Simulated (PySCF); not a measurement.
Ranking problems on computed properties.

Each SMILES stands for a single optimised conformer of the isolated species, non-relativistic unless stated. Electronic properties by PySCF.

Dipoles, sizes and rotational constants follow the conformer. The torsions of the flexible species, by atom-mapped SMILES:
- `[CH2:1]=[CH:2][P@@:3]([CH3:4])(=[O:5])[n:6]1[cH:7][cH:8][cH:9][cH:10]1`: C1–C2–P3–C4 -129°, C2–P3–N6–C7 -121°
- `[CH3:1][C:2][O:3][CH3:4]`: C1–C2–O3–C4 88°
- `[CH2:1]=[C:2]([CH3:3])[CH2:4][C:5](=[CH2:6])[O:7][CH3:8]`: C1–C2–C4–C5 -106°, C2–C4–C5–C6 87°, C4–C5–O7–C8 177°
- `[CH3:1][CH2:2][O:3][c:4]1[cH:5][cH:6][o:7][c:8]1[S-:9]`: C1–C2–O3–C4 -179°, C2–O3–C4–C5 163°
- `[CH3:1][C:2](=[O:3])/[C:4]([SiH3:5])=[CH:6]\[C:7]([F:8])([F:9])[F:10]`: C1–C2–C4–Si5 108°, C4–C6–C7–F8 88°
- `[F:1][c:2]1[cH:3][cH:4][cH:5][c:6]([PH:7][SiH3:8])[cH:9]1`: C5–C6–P7–Si8 -105°
- `[CH3:1][O:2][C:3](=[O:4])[O:5][CH2:6][CH:7]([CH3:8])[CH3:9]`: C1–O2–C3–O4 1°, O2–C3–O5–C6 178°, C3–O5–C6–C7 -80°, O5–C6–C7–C8 -61°
- `[SiH3:1][CH2:2][CH2:3][Si:4]([PH2:5])([PH2:6])[Cl:7]`: Si1–C2–C3–Si4 -73°, C2–C3–Si4–P5 -41°, H–P5–Si4–C3 92°, H–P5–Si4–C3 -175°, H–P6–Si4–C3 -114°, H–P6–Si4–C3 154°

The conformers of `CCO[C@@H](OCF)C(F)(F)F` and `CCC1=CCCCO1` aren't listed.

(1) Rank by smallest rotational constant, lowest first (GFN2-xTB).
A. `c1ccn([P@@](=O)(C)C=C)c1`
B. `C[C]OC` [triplet]
C. `C1COC1`
D. `C1=C[C](C)C1=C` [radical]
E. `C=C(C)CC(=C)OC`
F. `c1cc(OCC)c(o1)[S-]`

(2) By how much do the two ends of that ranking differ?

(3) Rank by dipole moment, highest first (PBE0/pcSseg-1 at GFN2-xTB geometries).
A. `CC(=O)/C([SiH3])=C\C(F)(F)F`
B. `C(CC(=C)C)(OC)=C`
C. `c1cccn1[P@@](C=C)(=O)C`
D. `Fc1cccc(P[SiH3])c1`
E. `[SiH3]CC[Si](P)(P)Cl`
F. `COC(=O)OCC(C)C`

(4) Rank by HOMO–LUMO gap, highest first (PBE0/pcSseg-1 at GFN2-xTB geometries).
A. `Fc1cccc(P[SiH3])c1`
B. `C=C(C)CC(=C)OC`
C. `CCO[C@@H](OCF)C(F)(F)F`
D. `COC(=O)OCC(C)C`
E. `C=C[P@@](C)(=O)N1C=CC=C1`
F. `CCC1=CCCCO1`
G. `Cl[Si](P)(P)CC[SiH3]`

(5) Rank by HOMO energy, lowest first (PBE0/pcSseg-1 at GFN2-xTB geometries).
A. `P[Si](CC[SiH3])(P)Cl`
B. `C(F)([C@@H](OCC)OCF)(F)F`
C. `CC(=O)/C([SiH3])=C\C(F)(F)F`
D. `Fc1cccc(P[SiH3])c1`
E. `COC(=O)OCC(C)C`
F. `CC(=C)CC(OC)=C`
G. `CCC1=CCCCO1`

(6) By how much do the two ends of that ranking differ?

Results:

(1) F (0.732 GHz), A (0.813 GHz), E (1.099 GHz), D (2.332 GHz), B (4.296 GHz), C (6.839 GHz).

(2) By 6.107 GHz, between `C1COC1` and `CCOc1ccoc1[S-]`.

(3) C (3.49 D), A (3.28 D), D (1.99 D), E (1.49 D), B (1.19 D), F (0.34 D).

(4) C (9.99 eV), D (9.55 eV), F (7.14 eV), B (6.83 eV), G (6.55 eV), A (5.96 eV), E (5.56 eV).

(5) B (-8.50 eV), E (-8.32 eV), C (-7.65 eV), A (-7.22 eV), D (-6.81 eV), F (-6.48 eV), G (-6.16 eV).

(6) By 2.34 eV, between `CCC1=CCCCO1` and `CCO[C@@H](OCF)C(F)(F)F`.
